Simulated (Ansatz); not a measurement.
Potential energy curve for SMILES [BeH2]. The Be1–H3 bond (Be1 also carries H; H3 carries nothing else) is varied alone, starting from the PBE0/def2-TZVP optimised geometry.

Levels: RHF/def2-SVP (Ansatz, a first-principles code); RMP2 = MP2 on RHF/def2-SVP, frozen core (Ansatz); UHF/def2-SVP (Ansatz); UMP2 = MP2 on UHF/def2-SVP, frozen core run with Ansatz; UCCSD = Ansatz with CCSD on UHF/def2-SVP, frozen core; UCCSD(T) = Ansatz with CCSD(T) on UHF/def2-SVP, frozen core; RKS-CAM-B3LYP = restricted CAM-B3LYP/def2-SVP (Ansatz); UKS-CAM-B3LYP = unrestricted CAM-B3LYP/def2-SVP (Ansatz); RKS-PBE0 = Ansatz with restricted PBE0/def2-SVP; UKS-PBE0 = Ansatz with unrestricted PBE0/def2-SVP; RKS-PBE = restricted PBE/def2-SVP run with Ansatz; UKS-PBE = unrestricted PBE/def2-SVP (Ansatz); FCI = full CI/def2-SVP, frozen core run with Ansatz.

All curves are set to zero at 1.34 Å and compared with full CI in the same basis at 1.34, 1.37, 1.44, 1.50, 1.55, 1.65, 1.78, 1.98, 2.18, 2.42, 2.69, 2.96, 3.24, 3.67, 4.07, 4.72 Å.

Q: Order the methods by the spread of their error (largest minus smallest) over these points.

A: UCCSD(T) has the smallest spread and RHF the largest. In order (kJ/mol): UCCSD(T) 4.14, UCCSD 6.55, UKS-PBE 20.58, UKS-PBE0 26.53, UKS-CAM-B3LYP 36.29, UMP2 58.61, UHF 88.14, RKS-PBE 129.09, RMP2 151.65, RKS-PBE0 184.81, RKS-CAM-B3LYP 232.07, RHF 306.69.

Errors against full CI at some of the points (kJ/mol):

```tsv
method	1.65 Å	1.98 Å	2.69 Å	3.24 Å	4.72 Å
UCCSD(T)	0.1	0.4	2.3	4.0	0.6
UCCSD	0.3	1.0	4.5	6.5	0.6
UKS-PBE	-5.2	-7.1	10.4	11.9	4.7
UKS-PBE0	-1.8	1.5	24.8	17.2	6.2
UKS-CAM-B3LYP	1.4	7.8	36.3	31.9	27.5
UMP2	3.1	11.0	36.9	7.4	-12.3
UHF	3.0	14.5	-6.3	-43.2	-64.9
RKS-PBE	-5.2	-7.1	10.8	43.9	122.0
RMP2	3.1	11.0	47.5	91.5	151.6
RKS-PBE0	-1.8	1.5	32.6	77.3	183.0
RKS-CAM-B3LYP	1.4	7.8	46.9	99.7	232.1
RHF	3.0	14.5	67.8	134.4	306.6
```

The restricted form behind RHF, RMP2, RKS-CAM-B3LYP, RKS-PBE0, RKS-PBE keeps the bonding electrons paired and can't separate into open-shell fragments. The T1 diagnostic of CCSD on the restricted reference of RMP2 exceeds 0.045 at 2.69 to 4.72 Å. The unrestricted determinant behind UHF, UMP2, UCCSD, UCCSD(T) is spin-contaminated at 2.18 to 4.72 Å (<S²> up to 1.0, against 0.00 for a pure singlet). The unrestricted determinant behind UKS-CAM-B3LYP, UKS-PBE0, UKS-PBE is spin-contaminated at 2.69 to 4.72 Å (<S²> up to 1.0, against 0.00 for a pure singlet).
